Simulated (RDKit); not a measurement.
Input for RDKit: UFF on CH6O3Si (SMILES C[Si](O)(O)O).

```python
from rdkit import Chem
from rdkit.Chem import AllChem, rdDetermineBonds

blocks = [
'''11

O    -1.40363607   -0.48228454    0.97537939
Si   -0.26955835    0.13305872   -0.05039126
O    -0.74615884   -0.14056958   -1.60448816
O    -0.15091240    1.75874385    0.19522709
C     1.36284758   -0.67316094    0.25895572
H    -1.88542788    0.14747333    1.51669059
H    -1.60747246   -0.54586936   -1.72919886
H    -0.41139088    2.32757504   -0.53297455
H     1.75224113   -0.39223981    1.23903470
H     1.26847367   -1.76002156    0.22820325
H     2.09109448   -0.37260515   -0.49633793
''',
]
mol = None
for b in blocks:
    f = Chem.MolFromXYZBlock(b)
    rdDetermineBonds.DetermineBonds(f, charge=0)
    mol = f if mol is None else Chem.CombineMols(mol, f)
Chem.SanitizeMol(mol)
print(Chem.MolToSmiles(Chem.RemoveHs(mol)))
ff = AllChem.UFFGetMoleculeForceField(mol, vdwThresh=100.0, ignoreInterfragInteractions=False)
e = ff.CalcEnergy()
print(f'UFF energy {e:.6f} kcal/mol')
```

It printed:

```
C[Si](O)(O)O
UFF energy 15.251820 kcal/mol
```

The run finished.

Cost: roughly 0.03 core-seconds.
